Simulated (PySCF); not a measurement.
Species: C5H8F3NSi.
Structure used (GFN2-xTB), in Å, numbered top down from 1:
```
atom  x, y, z in Å
C1    -2.0975   -2.1845    0.2548
C2    -1.5830   -1.1091    0.4196
Si3   -0.7585    0.5372    0.6312
N4     0.7301    0.8155   -0.1537
C5     1.9438    0.0945    0.1679
C6     2.0584   -1.2247   -0.5888
C7    -1.9553    1.7825   -0.2578
F8    -3.2562    1.4969   -0.0557
F9    -1.7874    1.8195   -1.5995
F10   -1.7886    3.0531    0.1645
H11   -2.5592   -3.1200    0.1145
H12   -0.6810    0.9147    2.0391
H13    0.7308    1.1440   -1.1103
H14    2.8031    0.7318   -0.0625
H15    1.9385   -0.0981    1.2418
H16    2.0694   -1.0464   -1.6617
H17    1.2091   -1.8613   -0.3523
H18    2.9746   -1.7393   -0.3133
```

Computed at PBE0/pcSseg-1 (PySCF, non-relativistic), with Q(14N) = 0.02044 b: N4, 14N (I = 1): χzz = -4.879 MHz, η = 0.284.

(1) Find the zero-field quadrupole resonance frequencies of 14N at N4.

## Answers

(1) From ν± = (3/4)|χ|(1 ± η/3) and ν0 = |χ|η/2: ν+ 4.006 MHz, ν− 3.313 MHz, ν0 0.693 MHz (silicon-bound nitrogen).

In a crystal, neighbours and librations shift these lines. One conformer (not necessarily the lowest) at the GFN2-xTB geometry, without solvent, vibrations or thermal averaging. GFN2-xTB bond lengths can be off by several hundredths of an ångström, more for odd bonds, and the gradients follow them. The small basis limits the accuracy of the gradients.
